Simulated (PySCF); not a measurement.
## The 20-electron isoelectronic series, spin-free X2C

All values are computed (PySCF 2.14, energy differences of UHF-based or UKS calculations, no spin-orbit coupling). Each ion has its own even-tempered basis scaled to its charge (24s16p6d6f for the first); frozen: [Ne]. Ionisation energies in eV, correlation energies of the ion in mhartree.

```
  ion  configuration     UHF     LDA     PBE    PBE0  r2SCAN  MP2 (outer shells)  E_corr MP2  NIST (with spin-orbit, Breit and QED)
   Ca  [Ar] 4s2 (1S)   5.137   6.234   6.091   6.015   5.833               5.968      -285.6                                  6.113
 Cr⁴⁺  [Ar] 3d2 (3F)  68.671  69.833  69.752  69.748  69.902              69.257      -334.4                       69.46 ± 0.04 (s)
 Ni⁸⁺  [Ar] 3d2 (3F)  192.57  193.46  193.42  193.51  193.84              192.99      -355.4                        193.2 ± 0.5 (s)
Zn¹⁰⁺  [Ar] 3d2 (3F)  273.51  274.29  274.26  274.39  274.82              273.87      -365.8                        274.4 ± 0.5 (s)
Ge¹²⁺  [Ar] 3d2 (3F)  366.86  367.53  367.54  367.70  368.23              367.16      -375.5                            367 ± 3 (t)
Kr¹⁶⁺  [Ar] 3d2 (3F)  590.47  590.92  591.04  591.25  591.93              590.66      -392.9                            591 ± 3 (t)
Sr¹⁸⁺  [Ar] 3d2 (3F)  720.66  720.99  721.17  721.40  722.15              720.79      -400.3                            722 ± 3 (t)
Zr²⁰⁺  [Ar] 3d2 (3F)  863.06  863.26  863.51  863.75  864.58              863.13      -408.0                            863 ± 4 (t)
Nb²¹⁺  [Ar] 3d2 (3F)  938.87  939.01  939.28  939.54  940.40              938.92      -412.0                            940 ± 4 (t)
```

**Question.** Interpolate the row of Ti²⁺.

**Answer.** configuration [Ar] 3d2 (3F); UHF 26.619; LDA 28.033; PBE 27.951; PBE0 27.834; r2SCAN 27.927; MP2 (outer shells) 27.338; E_corr MP2 -324.7; NIST (with spin-orbit, Breit and QED) 27.492.

Each ion has its own basis, which adds noise of up to about 0.1 % along the series.

NIST values marked (s) are semi-empirical, (t) theoretical. Open shells are high-spin determinants of the terms that Hund's rules give.

Spin-orbit coupling of the open shells is absent from the calculated values and included in NIST's; it grows fast with Z.
